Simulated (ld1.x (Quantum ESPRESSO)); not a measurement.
**Ge (Z = 32): ultrasoft pseudisation with PBE, non-relativistic reference atom.**

Input for ld1.x (Quantum ESPRESSO) 7.5:

```
&input
   title='Ge', zed=32., rel=0, dft='PBE', iswitch=3,
   config='[Ar] 3d10 4s2 4p2 4d-2',
   nld=3, rlderiv=2.30, eminld=-3.0, emaxld=5.0, deld=0.02
 /
 &inputp
   pseudotype=3, tm=.true., lloc=-2, rcloc=1.40,
   nlcc=.true., rcore=1.15,
   which_augfun='PSQ', rmatch_augfun=1.40,
   file_pseudopw='Ge.UPF', file_wfcaegen='ae.wfc', file_wfcncgen='nc.wfc', file_beta='beta', file_chi='chi', file_wfcusgen='us.wfc'
 /
6
4S  1  0   2.00   0.00  1.30  1.80  0.0
4S  1  0   0.00   0.25  1.30  1.80  0.0
4P  2  1   2.00   0.00  1.65  2.10  0.0
4P  2  1   0.00   1.40  1.65  2.10  0.0
4D  3  2  -2.00   0.35  1.80  2.05  0.0
4D  3  2  -2.00   2.35  1.80  2.05  0.0
 &test
   configts(1)='4s2 4p2'
 /
```

Command:

```bash
ld1.x < Ge.in > Ge.out
```

Resulting log (shortened: banner, matrices, multipoles, cross overlaps and the repeated all-electron block are left out):

```
Program LD1 v.7.5
     --------------------------- All-electron run ----------------------------

     Ge

     atomic number is 32.00
     dft =PBE   lsd =0 sic =0 latt =0  beta=0.20 tr2=1.0E-14
     Exchange-correlation= PBE
                           (   1   4   3   4   0   0   0)
     mesh =1207 r(mesh) = 100.41023 a.u. xmin = -7.00 dx = 0.01250
     1 Ry =  13.60569312 eV

     n l     nl                  e(Ry)          e(Ha)          e(eV)
     1 0     1S 1( 2.00)      -794.0129      -397.0064    -10803.0957
     2 0     2S 1( 2.00)       -98.2725       -49.1362     -1337.0649
     2 1     2P 1( 6.00)       -87.4877       -43.7439     -1190.3314
     3 0     3S 1( 2.00)       -11.9764        -5.9882      -162.9472
     3 1     3P 1( 6.00)        -8.4060        -4.2030      -114.3697
     3 2     3D 1(10.00)        -2.2160        -1.1080       -30.1504
     4 0     4S 1( 2.00)        -0.8378        -0.4189       -11.3993
     4 1     4P 1( 2.00)        -0.2890        -0.1445        -3.9318

     final scf error:  2.0E-15 reached in  34 iterations

     Etot =   -4153.269642 Ry,   -2076.634821 Ha,  -56508.112206 eV

     Ekin =    4150.567461 Ry,    2075.283731 Ha,   56471.347167 eV
     Encl =   -9938.872518 Ry,   -4969.436259 Ha, -135225.249462 eV
     Eh   =    1792.279575 Ry,     896.139787 Ha,   24385.205887 eV
     Exc  =    -157.244161 Ry,     -78.622080 Ha,   -2139.415798 eV

     normalization and overlap integrals

     s(1S/1S) =  1.000000  <r> =   0.0479  <r2> =    0.0031  r(max) =   0.0316
     s(2S/2S) =  1.000000  <r> =   0.2139  <r2> =    0.0539  r(max) =   0.1798
     s(2P/2P) =  1.000000  <r> =   0.1853  <r2> =    0.0420  r(max) =   0.1418
     s(3S/3S) =  1.000000  <r> =   0.6350  <r2> =    0.4650  r(max) =   0.5539
     s(3P/3P) =  1.000000  <r> =   0.6517  <r2> =    0.4999  r(max) =   0.5470
     s(3D/3D) =  1.000000  <r> =   0.7326  <r2> =    0.6883  r(max) =   0.5012
     s(4S/4S) =  1.000000  <r> =   2.1526  <r2> =    5.3609  r(max) =   1.7714
     s(4P/4P) =  1.000000  <r> =   2.9022  <r2> =   10.0709  r(max) =   2.2184

     ------------------------ End of All-electron run ------------------------

     --------------------- Generating US pseudopotential ---------------------

      Generating local potential from pseudized AE potential:
      Matching radius rcloc =   1.4000
      Enforcing V''(0)=0 (lloc=-2)

      Local pseudo, rcloc= 1.397 Estimated cut-off energy=    16.40 Ry

      Computing core charge for nlcc:

       r > 1.16 : true rho core
       r < 1.16 : rho core = a sin(br)/r    a=   9.71  b=   2.28

      Integrated core pseudo-charge :   6.83
      Wfc-us  4S rcutus= 1.794  Estimated cut-off energy=    13.86 Ry
      Wfc-us  4S rcutus= 1.794  Estimated cut-off energy=    15.67 Ry
      Wfc-us  4P rcutus= 2.084  Estimated cut-off energy=    17.05 Ry
      Wfc-us  4P rcutus= 2.084  Estimated cut-off energy=    20.75 Ry
      Wfc-us  4D rcutus= 2.032  Estimated cut-off energy=    24.94 Ry
      Wfc-us  4D rcutus= 2.032  Estimated cut-off energy=    27.60 Ry

     Q pseudized with Bessel functions
     Expected ecutrho=     191.3989 due to l1=  2   l2=  2

     ------------------- End of pseudopotential generation -------------------

     Computing logarithmic derivative in   2.28881
     Computing logarithmic derivative in   2.28881
     Computing the partial wave expansion
     R is outside the sphere for l=    0 j= 0.00
     R is outside the sphere for l=    0 j= 0.00
     R is outside the sphere for l=    1 j= 0.00
     R is outside the sphere for l=    1 j= 0.00
     R is outside the sphere for l=    2 j= 0.00
     R is outside the sphere for l=    2 j= 0.00

     ---------------------- Testing the pseudopotential ----------------------

     Ge

     atomic number is 32.00   valence charge is  4.00
     dft =PBE   lsd =0 sic =0 latt =0  beta=0.20 tr2=1.0E-14
     mesh =1207 r(mesh) = 100.41023 xmin = -7.00 dx = 0.01250

     n l     nl             e AE (Ry)        e PS (Ry)    De AE-PS (Ry)
     1 0     4S   1( 2.00)       -0.83784       -0.83784        0.00000
     2 1     4P   1( 2.00)       -0.28898       -0.28898        0.00000

     eps = 3.6E-24  iter =  1

     Etot =   -4153.269642 Ry,   -2076.634821 Ha,  -56508.112206 eV
     Etotps =   -17.390718 Ry,      -8.695359 Ha,    -236.612768 eV

     Ekin =       2.593817 Ry,       1.296908 Ha,      35.290674 eV
     Encl =     -15.285083 Ry,      -7.642541 Ha,    -207.964146 eV
     Ehrt =       5.778453 Ry,       2.889226 Ha,      78.619853 eV
     Ecxc =     -12.315594 Ry,      -6.157797 Ha,    -167.562193 eV
     (Ecc =      -9.773847 Ry,      -4.886924 Ha,    -132.979964 eV)
     Epseu=       1.837690 Ry,       0.918845 Ha,      25.003044 eV

     ---------------------- End of pseudopotential test ----------------------
```

Generation and configuration tests took about 1.3 s on one core of a shared server CPU.
